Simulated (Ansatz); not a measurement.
Abridged output of a molecular run in Ansatz:

```
Functional definition: HF
1550 factors; integrals over basis functions are off by at most 1.1e-3 eV
mean field evaluation 1: about -15695.4260 eV, gradient 3.9e1 eV
mean field evaluation 2: about -15695.7025 eV, gradient 3.9e1 eV
mean field evaluation 4: about -15699.6145 eV, gradient 4.5e0 eV
mean field evaluation 8: about -15699.6876 eV, gradient 3.7e-1 eV
mean field -15699.68829960 eV, -576.9529033793 hartree, gradient 5.1e-6 eV, S^2 0.000000; 0 other end points of the search recorded, 0 dependent functions left out
9 core orbitals not correlated: weight in the atoms' cores, before any rotation towards them, 1.000 or more for the frozen orbitals, at most 0.000 for the correlated occupied ones
reference -15699.68829960 eV, -576.9529033793 hartree; 15, 15 occupied and 240, 240 virtual orbitals, 1550 factors
second order -24.01225874 eV of doubles, -0.00000000 eV of singles
cycle   1  -24.56175078 eV  change   -5.5e-1 eV  update   1.1e-1
cycle   2  -25.15306568 eV  change   -5.9e-1 eV  update   3.1e-2
cycle   3  -25.28387428 eV  change   -1.3e-1 eV  update   1.7e-2
cycle   4  -25.27417391 eV  change    9.7e-3 eV  update   4.1e-3
cycle   5  -25.27222973 eV  change    1.9e-3 eV  update   2.0e-3
cycle   6  -25.27266002 eV  change   -4.3e-4 eV  update   6.6e-4
cycle   7  -25.27236638 eV  change    2.9e-4 eV  update   3.0e-4
cycle   8  -25.27233439 eV  change    3.2e-5 eV  update   1.0e-4
cycle   9  -25.27238062 eV  change   -4.6e-5 eV  update   4.2e-5
cycle  10  -25.27236869 eV  change    1.2e-5 eV  update   1.6e-5
perturbative correction -1.10120227 eV, -0.0404684371 hartree
Total energy: -15726.06187056 eV, -577.9221142355 hartree
```

Its atoms:

Z-matrix (Å, degrees):
```
C
B 1 1.587
H 1 1.096 2 109.4
H 1 1.092 2 111.7 3 -117.8
H 1 1.097 2 115.3 3 120.7
C 2 1.551 1 119.2 3 -90.0
S 2 2.067 1 111.4 3 -163.2
H 2 1.199 1 120.5 3 68.9
O 6 1.352 2 124.9 1 3.1
H 6 1.086 2 123.0 1 164.8
H 7 1.342 2 98.2 1 -156.0
H 9 0.964 6 108.3 2 0.7
```

(1) Which basis set was used?
A. def2-QZVPP
B. def2-SVP
C. cc-pV(D+d)Z
D. def2-TZVPP

(2) Write the keys of the input that set method, charge and spin (a neutral closed shell needs none for the last two).

Results:

(1) D. It gives 264 functions.

(2) 
```yaml
correlation: {method: ccsd_t}
```
